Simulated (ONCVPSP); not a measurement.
**Ranking ONCV potentials for Zr**

All share these settings but for the change named:

Zr, optimised norm-conserving Vanderbilt (ONCV), made with ONCVPSP 4.0.1 (LDA (Perdew-Wang 92), scalar-relativistic). Core [Ar] 3d10, reference 4s2 4p6 4d2 5s1.5 5p0.5. Waves: 4s+5s: rc 2.35 bohr, ncon 3, nbas 6, qcut 5 1/bohr, 2 projectors; 4p+5p: rc 2.55 bohr, ncon 4, nbas 8, qcut 4.7 1/bohr, 3 projectors, debl 1.4 Ha; 4d: rc 3.10 bohr, ncon 3, nbas 7, qcut 5.6 1/bohr, 1 projector. Local part: polynomial inside 1.70 bohr (lpopt 5, dvloc0 0 Ha). Core correction: Teter function, fcfact 3.25, rcfact 1.3.

Test errors are all-electron minus pseudo excitation energies from the reference, over 4s2 4p6 4d2 5s2 5p0; 4s2 4p6 4d2 5s1 5p0; 4s2 4p6 4d2 5s0 5p0; 4s2 4p6 4d3 5s0 5p0. None of these files shows a bound ghost.

The base gives 13.5 meV.

Of 12 variants that were run, those that failed, showed a ghost or another fault, or gave nearly equal values are left out.

A variant can come out equal or close to the base, since the largest error may sit in a test that the change hardly touches while other tests move.

(1) Rank these variants by their largest absolute test error, smallest first.
A. all radii but the core radius scaled by about 0.92 (s 2.14, p 2.34, d 2.84 bohr); local potential polynomial inside 1.56 bohr (lpopt 5, dvloc0 0 Ha)
B. functional PBE
C. local potential polynomial inside 2.25 bohr (lpopt 5, dvloc0 0 Ha)

Answers

(1) A (9.3 meV), C (13.8 meV), B (16.6 meV).
